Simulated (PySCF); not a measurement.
AgF, SMILES [F][Ag], multiplicity 1. Atoms are numbered in the order given.

```xyz
2

Ag     0.0000     0.0000    -0.3217
F      0.0000     0.0000     1.6798
```
Charge 0, spin multiplicity 1.

Geometry optimised at B3LYP-D3(BJ)/def2-TZVPD. The spin state was assumed, not searched. The def2 effective core potentials stand for the cores of Ag; spin–orbit coupling is left out.

Method: TDA-CAM-B3LYP/def2-TZVPD (PySCF 2.14.0).

Vertical excitations; the highest root listed may be one member of a degenerate set.  State labels are in the subgroup C2v.

Computed lowest excited states:
| state | symmetry | energy (eV) | λ (nm) | f | main pairs |
|---|---|---|---|---|---|
| S1 | B2 | 3.52 | 352 | 0.013 | HOMO−1→LUMO (degenerate set) |
| S2 | B1 | 3.52 | 352 | 0.013 | HOMO−2→LUMO (degenerate set) |
| S3 | A1 | 3.54 | 351 | 0.013 | HOMO→LUMO 88 % |
| S4 | A2 | 4.51 | 275 | 0.000 | HOMO−3→LUMO (degenerate set) |
| S5 | A1 | 4.51 | 275 | 0.000 | HOMO−4→LUMO (degenerate set) |
| S6 | B1 | 5.35 | 232 | 0.000 | HOMO−6→LUMO (degenerate set) |
| S7 | B2 | 5.35 | 232 | 0.000 | HOMO−5→LUMO (degenerate set) |
| S8 | A1 | 6.65 | 186 | 0.048 | HOMO−7→LUMO 61 %, HOMO−2→LUMO+1 14 %, HOMO−1→LUMO+2 14 % |
| S9 | B1 | 6.88 | 180 | 0.106 | HOMO→LUMO+1 (degenerate set) |
| S10 | B2 | 6.88 | 180 | 0.106 | HOMO→LUMO+2 (degenerate set) |
| T1 | A1 | 2.58 | 481 | 0 | HOMO→LUMO 92 % |
| T2 | B1 | 3.08 | 403 | 0 | HOMO−2→LUMO (degenerate set) |
| T3 | B2 | 3.08 | 403 | 0 | HOMO−1→LUMO (degenerate set) |
| T4 | A2 | 4.12 | 301 | 0 | HOMO−3→LUMO 97 % |
Triplets are in the Tamm–Dancoff approximation.
